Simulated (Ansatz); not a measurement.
Program: Ansatz. Geometries: PBE0-D4/def2-TZVP. ΔE: electronic, gas phase. CCSD(T)/CBS is the MP2 limit (def2-TZVPP, def2-QZVPP) plus CCSD(T) − MP2 in def2-TZVPP, frozen cores. DFT in def2-TZVPP. One conformer a species, not always the lowest.

`CB(Cl)[SiH2]O` + CH₃NH₂ → `CN[SiH2]O` + `CBCl`  (cleavage of the Si–B bond)

`CB(Cl)[SiH2]O`:

Cartesian coordinates in Å:
```
C 0.199 1.406 -0.960
B -0.342 -0.043 -0.830
Cl -1.320 -0.722 -2.128
Si -0.079 -1.273 0.756
O 0.903 -0.654 1.939
H -0.488 2.052 -0.392
H 1.176 1.527 -0.484
H 0.228 1.787 -1.982
H 0.586 -2.524 0.306
H -1.422 -1.626 1.311
H 0.560 0.068 2.466
```

CH₃NH₂:

```xyz
7

C     0.012    0.009    0.568
N    -0.188   -0.290   -0.840
H     0.581    0.926    0.778
H     0.534   -0.823    1.045
H    -0.959    0.100    1.060
H     0.701   -0.389   -1.313
H    -0.680    0.466   -1.299
```

`CN[SiH2]O`:

```xyz
11

C    -1.165   -0.734   -0.761
N    -0.237    0.372   -0.686
Si    1.124    0.455    0.339
O     0.890    0.943    1.899
H    -2.072   -0.583   -0.163
H    -0.678   -1.642   -0.396
H    -1.471   -0.928   -1.794
H    -0.592    1.227   -1.084
H     2.035    1.483   -0.209
H     1.693   -0.920    0.352
H     0.472    0.327    2.502
```

`CBCl`:

Z-matrix (Å, degrees):
```
C
B 1 1.548
H 1 1.097 2 109.5
H 1 1.090 2 114.9 3 123.3
H 1 1.097 2 108.9 3 -114.1
Cl 2 1.750 1 121.7 3 -125.1
H 2 1.194 1 122.7 3 55.2
```

Is it downhill or uphill in electronic energy at CCSD(T)/CBS, and by how much? (Best estimate.)

The calculation gave: Downhill: ΔE = -92.9 kJ/mol.

What do these levels give: ωB97X-V, ωB97M-V, B2PLYP, PBE, HF/def2-TZVPP, HF/CBS(def2)? (Best estimate.)

Ansatz gave: ωB97X-V -91.7, ωB97M-V -96.8, B2PLYP -97.4, PBE -79.5, HF/def2-TZVPP -105.9, HF/CBS(def2) -107.3 kJ/mol.

Largest T1 diagnostic among the species: 0.012.

In def2-TZVPP, CCSD(T) changes the Hartree–Fock value by +12.5 kJ/mol (the triples alone add +1.7 kJ/mol) and MP2 by +5.2 kJ/mol. From PBE to PBE0 (25 % exact exchange), in def2-TZVPP and without D4, ΔE moves by −5.4 kJ/mol.
